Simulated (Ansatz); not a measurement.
Calculated with Ansatz (gas phase, PBE0-D4/def2-TZVP geometries, no zero-point term in ΔE). CCSD(T)/CBS adds triple-zeta CCSD(T) − MP2 to the extrapolated MP2 energy (def2 sets, frozen cores). This one scheme is used for every species. Functionals use def2-TZVPP. B3LYP here is the variant with VWN-RPA as its local correlation; programs differ in this. HSE06 is defined as in plane-wave codes. Each species was taken in one conformer, which may not be the lowest.

`NCB(O)Cl` + `BS` → `BSB(O)Cl` + CH₃NH₂  (ligand exchange at a B–C bond)

| level | ΔE (kJ/mol) | difference from CCSD(T)/CBS |
| --- | --- | --- |
| PBE-D4 | -41.8 | -0.7 |
| revPBE-D4 | -43.6 | -2.5 |
| BLYP-D4 | -41.5 | -0.4 |
| r2SCAN-D4 | -42.0 | -0.9 |
| B97M-V | -41.5 | -0.4 |
| PBE0-D4 | -41.2 | -0.1 |
| B3LYP-D4 | -40.7 | 0.4 |
| r2SCANh-D4 | -41.8 | -0.7 |
| r2SCAN0-D4 | -41.4 | -0.3 |
| HSE06-D4 | -41.4 | -0.3 |
| BHLYP-D4 | -40.8 | 0.3 |
| CAM-B3LYP-D4 | -36.6 | 4.5 |
| ωB97X-V | -38.5 | 2.6 |
| ωB97M-V | -36.8 | 4.3 |
| B2PLYP | -41.0 | 0.1 |
| PBE-QIDH | -42.4 | -1.3 |
| revPBE | -42.5 | -1.4 |
| BLYP | -39.2 | 1.9 |
| r2SCAN | -42.0 | -0.9 |
| PBE0 | -40.4 | 0.7 |
| r2SCANh | -41.7 | -0.6 |
| r2SCAN0 | -41.2 | -0.1 |
| HSE06 | -40.5 | 0.6 |
| BHLYP | -38.2 | 2.9 |
| CAM-B3LYP | -35.6 | 5.5 |
| LC-ωPBE | -37.7 | 3.4 |
| RPA@PBE/def2-TZVPP | -37.0 | 4.1 |
| HF/def2-SVP | -39.6 | 1.5 |
| MP2/def2-SVP | -44.3 | -3.2 |
| CCSD/def2-SVP | -38.2 | 2.9 |
| HF/def2-TZVPP | -39.5 | 1.6 |
| SCS-MP2/def2-TZVPP | -43.1 | -2.0 |
| CCSD/def2-TZVPP | -37.4 | 3.7 |
| CCSD(T)/def2-TZVPP | -39.2 | 1.9 |
| HF/def2-QZVPP | -39.5 | 1.6 |
| MP2/def2-QZVPP | -45.9 | -4.8 |
| SCS-MP2/def2-QZVPP | -44.2 | -3.1 |
| HF/CBS(def2) | -39.5 | 1.6 |
| MP2/CBS(def2) | -46.8 | -5.7 |
| CCSD/CBS(def2) | -39.3 | 1.8 |
| CCSD(T)/CBS | -41.1 | 0 |

Largest T1 diagnostic among the species: 0.015.

Leaving LDA and LC-ωPBE aside and taking each functional with its dispersion term where it has one, the values spread over 7.0 kJ/mol, from revPBE-D4 to CAM-B3LYP-D4. LDA lies +6.1 kJ/mol from PBE without D4.
